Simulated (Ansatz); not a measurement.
Input for Ansatz (a first-principles code): R-PBE0/def2-TZVPPD on HI (SMILES I) with ghost functions, monomers drawn apart or pushed together. Elements past Kr take the def2 small-core potentials; no spin–orbit coupling. Files ending in .json are basis or fitting sets from the Basis Set Exchange.

Ansatz 0.2 input:
```yaml
crystal:
  periodic: [false, false, false]
  atoms:
    - {symbol: I, position_ang: [2.18768771, 0.80832724, 4.62048542]}
    - {symbol: H, position_ang: [1.36717315, 0.43345876, 3.27333888]}
basis:
  gaussian:
    orbitals: def2-TZVPPD.json
    ghost_atoms:
      - {symbol: C, position_ang: [-0.75728567, -0.57204618, -0.31790175]}
      - {symbol: N, position_ang: [-0.20264249, -0.30010856, 0.64590358]}
      - {symbol: H, position_ang: [-1.27406422, -0.82612094, -1.21631018]}
hamiltonian:
  xc: {name: PBE0}
scf: {lower_state_search: off}
```

Program output:

```
WARN ansatz: RAYON_NUM_THREADS=1 ignored (pool sized by the plan → 1); use --threads N
Functional definition: PBE0
these checks for a lower state are left out or cut short: stability, starts, cluster_reference, orbital_swaps, neighbouring_geometries, increment
integrals: 0.06 GiB planned
903 factors; their error is unknown
mean field: 0.54 GiB planned
mean field evaluation 1: about -8117.3630 eV, gradient 4.2e0 eV
mean field evaluation 2: about -8117.3961 eV, gradient 3.6e0 eV
mean field evaluation 4: about -8117.4160 eV, gradient 1.4e-1 eV
mean field evaluation 8: about -8117.6593 eV, gradient 1.1e-1 eV
mean field evaluation 16: about -8117.6593 eV, gradient 4.1e-6 eV
mean field -8117.65931369 eV, -298.3184774309 hartree, gradient 4.1e-6 eV, S^2 0.000000; 0 other end points of the search recorded, 0 dependent functions left out
reference -8117.65933934 eV, -298.3184783736 hartree; 13, 13 occupied and 154, 154 virtual orbitals, 903 factors
Total energy: -8117.65933934 eV, -298.3184783736 hartree
Checks for a lower state left out: stability, starts, cluster_reference, orbital_swaps, neighbouring_geometries, increment
```

The calculation finished and met its thresholds.

Cost: very roughly 2.5 core-seconds.
